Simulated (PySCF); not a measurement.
**Molecular orbitals of LiGe**

HSE06 at R = 2.423 Å; Li 6-31G(d,p), Ge 6-31G(d,p); no relativity (PySCF 2.14). State: ⁴Σ⁻ (quartet), unpaired electrons σ ↑, π ↑↑. Only the outer orbitals are listed, counted within each symmetry.

```csv
spin,orbital,occ.,ε (eV),on Li (%),main shells (%)
α,8σ,1,-12.06,8,92 Ge s
α,9σ,1,-4.91,29,"68 Ge p, 23 Li s"
α,4π,1,-4.10,13,"87 Ge p, 12 Li p"
α,4π,1,-4.10,13,"87 Ge p, 12 Li p"
α,10σ,0,-1.93,94,"66 Li s, 28 Li p"
α,5π,0,-0.39,92,92 Li p
α,5π,0,-0.39,92,92 Li p
β,8σ,1,-9.65,10,90 Ge s
β,9σ,0,-2.23,44,"54 Ge p, 42 Li s"
β,4π,0,-1.43,25,"74 Ge p, 25 Li p"
β,4π,0,-1.43,25,"74 Ge p, 25 Li p"
```

Task: Which are the highest filled and the lowest empty level, where do they sit, and how wide is the gap?

Result: Highest filled α 4π at -4.10 eV (in %: 87 Ge p, 12 Li p); lowest empty β 9σ at -2.23 eV (in %: 54 Ge p, 42 Li s); the gap at HSE06 is 1.87 eV.

The bond order (Mayer) is 1.09, the ⟨S²⟩ is 3.751 and the charge on Li (Mulliken, basis-dependent) is 0.27. The charge on Li (Löwdin, basis-dependent) is 0.03. The dipole moment (positive dipole means Li(−)Ge(+)) is -5.83 D.

Spin–orbit coupling is left out. The state was picked by a PBE0 search and need not be the measured ground state.
